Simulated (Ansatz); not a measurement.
input.yaml

```yaml
crystal:
  periodic: [false, false, false]
  atoms:
    - { symbol: W, position_ang: [-0.076168, -0.091224, 0.185311] }
    - { symbol: F, position_ang: [0.239342, 0.208562, 1.974129] }
    - { symbol: H, position_ang: [0.990228, -1.130051, -0.581409] }
    - { symbol: H, position_ang: [-1.124447, 0.974994, -0.570233] }
    - { symbol: H, position_ang: [-1.69241, -0.529912, 0.05368] }
    - { symbol: H, position_ang: [-0.519811, -1.705763, 0.033604] }
    - { symbol: F, position_ang: [0.960187, 0.967587, -1.056436] }
    - { symbol: H, position_ang: [1.862583, 1.95727, 0.960584] }
    - { symbol: H, position_ang: [1.664896, 1.749136, 1.617972] }
basis:
  gaussian: { orbitals: def2-SVPD }
hamiltonian:
  xc: pbe0
  dispersion: d4
relax:
  f_tol: 0.03
  max_steps: 50
```

Launched with:

```bash
$ ansatz run input.yaml --threads 4 --pin off --max-ram 5120MiB --backend cpu --events-out ev --progress --plain --runs-dir out
```

Hardware: 4 threads of Intel(R) Xeon(R) Platinum 8488C (Sapphire Rapids), on a shared host.

Roughly how long does this run take, and how much memory?

21 s, with a peak of 0.29 GiB, for 14 ionic steps.
